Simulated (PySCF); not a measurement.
**Dipole response of Cd⁺ (cadmium, charge +1)**

[Kr] 4d10 5s1, 2S determinant. Calculation: PySCF 2.14, in aug-cc-pVDZ-PP with ECP28MDF (5s5p4d2f, 54 functions); scalar relativity through the core potential. Coupled (time-dependent) response in atomic units; α is the mean over directions. A double-zeta set is small for polarisabilities.

| method | mean α (bohr³) | C₆ (like pair) | S(−4) |
| --- | --- | --- | --- |
| UHF | 34.10 | 205.7 | 943.6 |
| PBE | 23.64 | 140.4 | 368.5 |
| PBE0 | 25.47 | 151.1 | 450.9 |
| MN15 | 24.82 | 149.5 | 402.8 |
| revPBE | 24.24 | 144.3 | 393.1 |

S(−4) is the Cauchy moment in α(ω) = α(0) + S(−4) ω² + …

α(iu) at UHF:

| u (hartree) | α(iu) (bohr³) |
| --- | --- |
| 0 | 34.10 |
| 0.0500 | 31.92 |
| 0.100 | 26.98 |
| 0.200 | 17.64 |
| 0.300 | 12.22 |
| 0.500 | 7.445 |
| 0.750 | 5.104 |
| 1.00 | 3.939 |
| 1.50 | 2.699 |
| 2.00 | 1.995 |
| 3.00 | 1.202 |
| 5.00 | 0.5529 |

For an ion, C₆ is the dispersion term alone; charge-induced terms of lower order in 1/R come first.

Energies and moments cover only the electrons outside the core potential.
